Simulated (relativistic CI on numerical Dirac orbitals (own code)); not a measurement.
# Tm³⁺: 3d photoemission

Computed with this model: Dirac-Coulomb-Breit CI, KLI orbitals optimised for each configuration, model QED (radiative potential, 1s self-energy scaled to tabulated hydrogen-like ionisation energies), valence Slater integrals scaled by 0.8, multiplet model of photoemission in the sudden approximation; configurations [Xe] 4f12 → [Ar] 3d9 4s2 4p6 4d10 4f12 5s2 5p6; 80 K; Lorentzian 0.9 eV and Gaussian 0.7 eV FWHM. Energies are those of the free ion, without screening or charge transfer. The energies are binding energies and can lie tens of eV above those of solids. S is read from ⟨S²⟩ = S(S + 1).

Computed curve for free ion, scaled to 100 at the maximum (points under 2 are left out and the grid is thinned):

```csv
Energy (eV),Intensity
1499.0,2.0
1499.4,2.4
1499.9,3.0
1500.3,3.7
1500.7,4.6
1501.1,6.1
1501.6,9.2
1502.0,14.3
1502.4,25.1
1502.8,49.4
1503.3,91.9
1503.7,98.8
1504.1,88.0
1504.5,73.5
1505.0,49.6
1505.4,45.4
1505.8,51.1
1506.2,50.9
1506.7,45.8
1507.1,43.9
1507.5,40.7
1507.9,35.9
1508.4,29.7
1508.8,30.0
1509.2,31.8
1509.6,29.5
1510.1,20.7
1510.5,16.6
1510.9,17.3
1511.3,16.6
1511.8,10.8
1512.2,6.5
1512.6,4.3
1513.0,3.2
1513.5,2.3
1546.2,2.1
1546.6,2.6
1547.0,3.2
1547.5,4.4
1547.9,6.0
1548.3,8.7
1548.7,13.9
1549.2,28.6
1549.6,51.1
1550.0,75.8
1550.4,81.5
1550.9,74.3
1551.3,76.9
1551.7,76.3
1552.1,60.3
1552.6,39.6
1553.0,26.9
1553.4,16.8
1553.8,11.3
1554.3,8.9
1554.7,8.1
1555.1,6.2
1555.5,4.3
1556.0,2.8
1556.4,2.1
```

The ground state has S = 0.99, and the centroid lies at 1523.85 eV.
